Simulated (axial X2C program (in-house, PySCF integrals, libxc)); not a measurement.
Working with the constants of GeCl⁺

A bond curve at the CCSD(T) level, 2c, was computed with an axial X2C code built on PySCF integrals (basis Ge dyall-cv3z [9s9p7d4f1g], Cl dyall-av3z [9s8p3d2f] (cores contracted in-house)) for the state Ω = 0 (closed shell). Its fit gives Re = 2.0726 Å, ωe = 497.9 cm⁻¹, ωexe = 1.3 cm⁻¹ and αe = 6.650e-04 cm⁻¹; the masses are 73.9212 and 34.9689 u. Two-component means X2C with spin–orbit coupling and atomic mean-field Coulomb and Gaunt terms.

Correlated methods: 10 electrons correlated (number of frozen shells: Ge 3 s, 2 p, 1 d; Cl 2 s, 1 p), 234 virtual spin orbitals or spinors in MP2, 90 natural virtuals in coupled cluster.

Problem. Find the reduced mass, Be and the force constant.

Solution. From the CCSD(T) values: μ = 23.7390 u. Be = 16.8576/(μ Re²) = 0.1653 cm⁻¹. k = 5.8918×10⁻⁷ μ ωe² = 3.47 mdyn/Å.

Problem. A Morse curve ties αe to the other constants (Pekeris). How well does that hold?

Solution. αe(Morse) = 6Be²/ωe × (√(ωexe/Be) − 1) = 5.942e-04 cm⁻¹; the CCSD(T) curve gives 6.650e-04 cm⁻¹, a ratio of 0.89.

Problem. Where do the fundamental and the first overtone lie?

Solution. ν(1←0) = ωe − 2ωexe = 495.3 cm⁻¹; ν(2←0) = 2ωe − 6ωexe = 988.0 cm⁻¹.

Problem. Give B0, the J = 1←0 line in GHz and the most populated J at 300 K (kT = 208.5 cm⁻¹).

Solution. B0 = Be − αe/2 = 0.165 cm⁻¹; 2B0 = 9.892 GHz; J(max) ≈ √(kT/2B0) − 1/2 = 24.6, so J = 25.

Problem. Estimate De from a Morse curve and compare with the computed well depth of 4.314 eV to Ge+ + Cl.

Solution. De(Morse) = ωe²/(4ωexe) = 5.911 eV against 4.314 eV computed, a ratio of 1.37. The extrapolation overshoots: the well softens faster than a Morse curve, or the lowest atomic limit lies below the one to which the curve heads.

The state is one determinant whose occupation by symmetry is held fixed; it was picked as the lowest of a PBE0 search that is not exhaustive. De is counted from the lowest determinant-based energies of the atoms at the same level, without counterpoise correction. CCSD and (T) use frozen natural virtuals with an MP2 correction for the truncation; (T) itself is uncorrected, so its De runs slightly low. With the outer-core shells frozen, correlated bond lengths of heavy atoms tend to come out a few hundredths of an ångström too long.
